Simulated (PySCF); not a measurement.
Coordinates in bohr (charge 0 multiplicity 3):
```
Pd    0.0000    0.0000   -0.9664
S     3.0641    0.0000    1.6265
S    -3.0641    0.0000    1.6265
```

These are results of UPBE0 in PySCF with Pd def2-TZVP with ECP28, S def2-TZVP; scalar-relativistic core potentials, no spin–orbit coupling; density-fitted integrals, not measurements.

This geometry of PdS2 is a stationary point at this level.

What is the point group?

C2v.

Is it a minimum?

Yes: all harmonic wavenumbers are real.

Which band is strongest in the infrared?

97 cm⁻¹ (a1), 3 km/mol.

What are the dipole moment and the gap between the highest occupied and lowest empty levels of either spin?

2.15 D and 2.16 eV.

Give the atomic charges and bond orders.


```json
{"atom": "Pd1", "Mulliken": "0.45", "Löwdin": "-0.37", "polar tensor": "0.36", "spin (Mulliken)": "0.24", "Mayer order to Pd1": "–"}
{"atom": "S2,3", "Mulliken": "-0.23", "Löwdin": "0.18", "polar tensor": "-0.18", "spin (Mulliken)": "0.88", "Mayer order to Pd1": "1.35"}
```

Other isomers or separated fragments may lie lower. Open d and f shells are described by one determinant, and the ground state may have another occupation or spin.
